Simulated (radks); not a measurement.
Values are calculated unless marked as measured or tabulated.
Effect of the nuclear size on the niobium ion Nb2+, [Kr] 4d3. Code: a radial shooting solver on a logarithmic mesh with Libxc functionals. Model: Dirac Kohn-Sham, relativistic LDA (MacDonald-Vosko exchange, VWN5 correlation), spin-unpolarised, spherical densities, finite nucleus; open shells fill j = l - 1/2 first; Fermi nuclear charge, rms radius 4.324 fm. The rms radius is varied about that value; shifts are against it.

rms radius (fm) = 3.7403: total energy shift (eV) -0.316; density at nucleus (e/bohr^3) 8.285e+04; 1s1/2 shift (meV) -133; 2s1/2 shift (meV) -14.1; 4s1/2 shift (meV) -0.401; 5s1/2 (empty) shift (meV) -0.061
rms radius (fm) = 3.9651: total energy shift (eV) -0.199; density at nucleus (e/bohr^3) 8.235e+04; 1s1/2 shift (meV) -83.9; 2s1/2 shift (meV) -8.91; 4s1/2 shift (meV) -0.253; 5s1/2 (empty) shift (meV) -0.038
rms radius (fm) = 4.324: total energy shift (eV) 0; density at nucleus (e/bohr^3) 8.162e+04; 1s1/2 shift (meV) 0.000; 2s1/2 shift (meV) 0.000; 4s1/2 shift (meV) 0.000; 5s1/2 (empty) shift (meV) 0.000
rms radius (fm) = 4.5488: total energy shift (eV) 0.133; density at nucleus (e/bohr^3) 8.12e+04; 1s1/2 shift (meV) 55.9; 2s1/2 shift (meV) 5.93; 4s1/2 shift (meV) 0.168; 5s1/2 (empty) shift (meV) 0.026
rms radius (fm) = 4.7953: total energy shift (eV) 0.285; density at nucleus (e/bohr^3) 8.076e+04; 1s1/2 shift (meV) 120; 2s1/2 shift (meV) 12.8; 4s1/2 shift (meV) 0.362; 5s1/2 (empty) shift (meV) 0.055

Slopes of the eigenvalues against <r^2> in GHz/fm^2, as finite differences over the two radii next to the reference (eigenvalue slopes, not the field-shift constants of lines): 1s1/2 6800, 2s1/2 722, 4s1/2 20.5, 5s1/2 (empty) 3.11.
